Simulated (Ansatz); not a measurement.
Reaction (redistribution): `NBOCF` + `C/C=C\C[SiH3]` → `C/C=C\BN` + `FCOC[SiH3]`

Isolated molecules relaxed with PBE0-D4/def2-TZVP in Ansatz; ΔE leaves out vibrations. CBS: MP2 limit from def2 TZ/QZ plus the TZ coupled-cluster correction, frozen cores. Double bonds are as drawn, so ΔE can hold a change between cis and trans. DFT in def2-TZVPP. B3LYP here is the variant with VWN-RPA as its local correlation; programs differ in this. One conformer a species, not always the lowest.

| level | ΔE (kJ/mol) | difference from CCSD(T)/CBS |
| --- | --- | --- |
| r2SCAN-D4 | 160.5 | -3.7 |
| PBE0-D4 | 161.8 | -2.4 |
| B3LYP-D4 | 159.8 | -4.4 |
| ωB97M-V | 161.9 | -2.3 |
| B2PLYP | 162.9 | -1.3 |
| r2SCAN | 160.1 | -4.1 |
| PBE0 | 160.9 | -3.3 |
| B3LYP | 158.7 | -5.5 |
| HF/def2-TZVPP | 169.7 | 5.5 |
| MP2/def2-TZVPP | 172.0 | 7.8 |
| SCS-MP2/def2-TZVPP | 167.8 | 3.6 |
| CCSD/def2-TZVPP | 165.6 | 1.4 |
| CCSD(T)/def2-TZVPP | 163.6 | -0.6 |
| MP2/def2-QZVPP | 172.5 | 8.3 |
| HF/CBS(def2) | 170.3 | 6.1 |
| MP2/CBS(def2) | 172.6 | 8.4 |
| CCSD(T)/CBS | 164.2 | 0 |

Largest T1 diagnostic among the species: 0.012.

From PBE to PBE0 (25 % exact exchange), in def2-TZVPP and without D4, ΔE moves by +7.8 kJ/mol.
